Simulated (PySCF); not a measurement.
Species: BH6NSSi.
Cartesian coordinates in Å at the PBE0-D3(BJ)/def2-SVP level; atoms count from 1:
```xyz
10
BH6NSSi angstrom
N      2.350   -0.003   -0.158
B      0.970    0.172   -0.153
S     -0.070   -0.863    0.939
Si    -1.995   -0.095    0.378
H      2.832   -0.685    0.413
H      2.960    0.551   -0.744
H      0.471    1.008   -0.871
H     -2.998   -0.837    1.195
H     -2.105    1.366    0.666
H     -2.273   -0.323   -1.071
```

The closed-shell ground state was solved at several levels (PySCF, density fitting, gas phase, non-relativistic).

```csv
level,basis functions,HOMO (eV),LUMO (eV),gap (eV),dipole (D)
wB97X-D/def2-SVPD,139,-9.04,1.57,10.61,1.93
PBE0/pcSseg-1,112,-7.21,0.20,7.41,2.07
```

(1) Estimate the row for PBE/pcSseg-2, a basis of 242 functions; the other rows only guide the guess.

(2) Over all these levels, which gives the widest orbital gap and which the narrowest?

(3) How far do the dipole and the HOMO energy spread over the levels?

## Answers

(1) HOMO -6.06 eV, LUMO -0.90 eV, gap 5.16 eV, dipole 1.97 D.

(2) wB97X-D/def2-SVPD (range-separated hybrid) has the widest, 10.61 eV, and PBE/pcSseg-2 (GGA) the narrowest, 5.16 eV. Functional and basis both differ between the two, so the spread mixes both effects.

(3) The dipole runs from 1.93 to 2.07 D (mean 1.99 D) and the HOMO from -9.04 to -6.06 eV.

One conformer stands for the species.
